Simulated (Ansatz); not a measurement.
Isomers of Al$_{5}$As$_{5}$⁻ (doublet), relaxed with r2SCAN-D4/def2-SVP; total energies from Ansatz at PBE0-D4/def2-SVP.

```csv
isomer,description,energy (Eh)
A,point group not assigned; 10 × Al–As 2.29 to 2.34 Å,-12388.23494
B,point group not assigned; 10 × Al–As 2.29 to 2.34 Å,-12388.23479
```

The isomers come from a short search, and lower ones may exist.

Task: Work out the relative energies (1 Eh = 2625.5 kJ/mol) and the Boltzmann populations at 298 K from electronic energies alone (R = 8.314 J/mol/K).

Result: ΔE: A 0.0, B 0.4 kJ/mol. RT = 2.48 kJ/mol. Factors exp(−ΔE/RT): A 1, B 0.851; sum 1.851. Populations: A 54.0 %, B 46.0 %. Zero-point energy, vibrational entropy and symmetry numbers are left out and can shift these; an error of 4 kJ/mol changes a ratio by a factor of 5.0. Over the other density-functional and correlated levels in def2 sets, the gap between A and B ranges from 0 to 0 kJ/mol.
